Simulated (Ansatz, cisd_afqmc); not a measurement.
Species: ZrO2, charge 0, singlet. ZrO2 (SMILES [O]=[Zr]=[O]).
B3LYP-D3(BJ)/def2-TZVP minimum from Ansatz (an electronic-structure program):
```
Zr
O 1 1.7761
O 1 1.7761 2 108.18
```

Total energies in def2-SVP, 16 correlated electrons, 6 frozen orbitals. Radicals and triplets start from unrestricted determinants; spin-orbit coupling is neglected. Correlated methods leave the cores frozen (noble-gas shells, and filled d and f shells in the p block). Past Kr the def2 sets carry scalar-relativistic core potentials. AFQMC is phaseless with a CISD trial state; ± is one standard error, without the phaseless bias. Outlying blocks are dropped, and bars are widened where a walk drifts. Over all cases where full CI ran beside it in this data, AFQMC minus full CI had a median of +0.1 mEh and passed +0.4 mEh in a tenth of the cases. The T1 diagnostic of O2Zr ([O]=[Zr]=[O], singlet) reaches 0.037 in the sets run.

| method | program | energy (Eh) | minus CCSDT(Q) (mEh) |
|---|---|---|---|
| HF | Ansatz | -196.12345 | 521.03 |
| MP2 | Ansatz | -196.65005 | -5.58 |
| CCSD | Ansatz | -196.61356 | 30.92 |
| CCSD(T) | Ansatz | -196.64126 | 3.21 |
| CCSDT(Q) | Ansatz | -196.64448 | 0.00 |
| AFQMC/CISD | cisd_afqmc | -196.6415 ± 0.0004 | 3.0 ± 0.4 |

Rough core times of Ansatz's runs on a shared machine: CCSD(T) under 20 s, CCSDT(Q) 40 s.
